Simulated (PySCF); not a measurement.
**Shifts of the heteroatoms**

Molfile (atoms numbered from 1):
```
C2H10Cl2Si4
     RDKit          3D

 18 18  0  0  0  0  0  0  0  0999 V2000
   -3.1241    0.1860   -0.2610 C   0  0  0  0  0  0  0  0  0  0  0  0
   -1.4653   -0.3965   -0.9969 Si  0  0  1  0  0  4  0  0  0  0  0  0
    0.1078    1.3899   -0.9640 Si  0  0  2  0  0  4  0  0  0  0  0  0
    1.2788    1.4439   -2.6529 Cl  0  0  0  0  0  0  0  0  0  0  0  0
    1.2520    0.3847    0.8691 Si  0  0  2  0  0  4  0  0  0  0  0  0
    3.1085    0.0494    0.6032 C   0  0  0  0  0  0  0  0  0  0  0  0
   -0.1840   -1.5083    0.6732 Si  0  0  2  0  0  4  0  0  0  0  0  0
    0.8177   -3.1481   -0.0618 Cl  0  0  0  0  0  0  0  0  0  0  0  0
   -2.9633    0.7024    0.6807 H   0  0  0  0  0  0  0  0  0  0  0  0
   -3.6429    0.8710   -0.9241 H   0  0  0  0  0  0  0  0  0  0  0  0
   -3.7924   -0.6468   -0.0667 H   0  0  0  0  0  0  0  0  0  0  0  0
   -1.8228   -1.0735   -2.2580 H   0  0  0  0  0  0  0  0  0  0  0  0
   -0.3599    2.7807   -0.8846 H   0  0  0  0  0  0  0  0  0  0  0  0
    1.1528    1.1175    2.1469 H   0  0  0  0  0  0  0  0  0  0  0  0
    3.5294   -0.5551    1.4025 H   0  0  0  0  0  0  0  0  0  0  0  0
    3.2601   -0.4888   -0.3284 H   0  0  0  0  0  0  0  0  0  0  0  0
    3.6851    0.9691    0.5462 H   0  0  0  0  0  0  0  0  0  0  0  0
   -0.8462   -2.0713    1.8582 H   0  0  0  0  0  0  0  0  0  0  0  0
  1  2  1  0
  2  3  1  0
  3  4  1  0
  3  5  1  0
  5  6  1  0
  5  7  1  0
  7  8  1  0
  7  2  1  0
  1  9  1  0
  1 10  1  0
  1 11  1  0
  2 12  1  6
  3 13  1  1
  5 14  1  1
  6 15  1  0
  6 16  1  0
  6 17  1  0
  7 18  1  1
M  END
```

Non-relativistic, gas phase, averaged over atoms made equivalent by symmetry, fast rotation or ring inversion, one computed conformer. Geometry from GFN2-xTB; shieldings: GIAO PBE0/pcSseg-1; PySCF 2.14.

Where does 29Si resonate?

Results:


```tsv
atoms	environment	σ (ppm)	δ (ppm)
Si3/Si7	silicon bonded to Cl, 2 Si, H, in a 4-membered ring	342.2	-1.3
Si2	silicon bonded to C, 2 Si, H, in a 4-membered ring	379.1	-31.6
Si5	silicon bonded to C, 2 Si, H, in a 4-membered ring	390.0	-40.6
```

Shieldings were converted by a linear fit to measured shifts: 29Si (scatter 8.9 ppm rms, 25.8 ppm with the 6 outliers that the fit left out vs TMS, solution or neat liquid). A few per cent of atoms miss by over 2 rms, more outside the fitted compound classes.

On a 500 MHz spectrometer 29Si resonates near 99.3 MHz, so 1 ppm is 99.3 Hz.
